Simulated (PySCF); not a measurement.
Mg(I)(SMe) (CH3IMgS), SMILES [Mg]([S]C)[I]. Atoms are numbered in the order given.

```xyz
7

Mg     0.2874    -0.7890     0.0000
I     -0.0603     1.7515     0.0000
S      0.6474    -3.0615     0.0000
C     -1.0659    -3.7622     0.0000
H     -1.6295    -3.4735    -0.8983
H     -0.9574    -4.8556     0.0000
H     -1.6295    -3.4735     0.8983
```

The structure is a stationary point at B3LYP-D3(BJ)/def2-SVP. The structure was generated by enumeration; whether it is a known compound was not checked. The def2 effective core potentials stand for the cores of I; spin–orbit coupling is left out. One conformer was computed; it need not be the lowest.

Level of theory: PBE/def2-TZVP run with PySCF.

ESP charges are fitted to the potential on shells at 1.4 to 2.0 van der Waals radii. Atomic charges (e):

| atom | Löwdin | ESP fit | Mulliken |
|---|---|---|---|
| Mg1 | -0.10 | 0.63 | 0.64 |
| I2 | 0.09 | -0.32 | -0.36 |
| S3 | 0.19 | -0.38 | -0.35 |
| C4 | -0.52 | -0.41 | -0.36 |
| H5 | 0.11 | 0.14 | 0.14 |
| H6 | 0.12 | 0.20 | 0.15 |
| H7 | 0.11 | 0.14 | 0.14 |
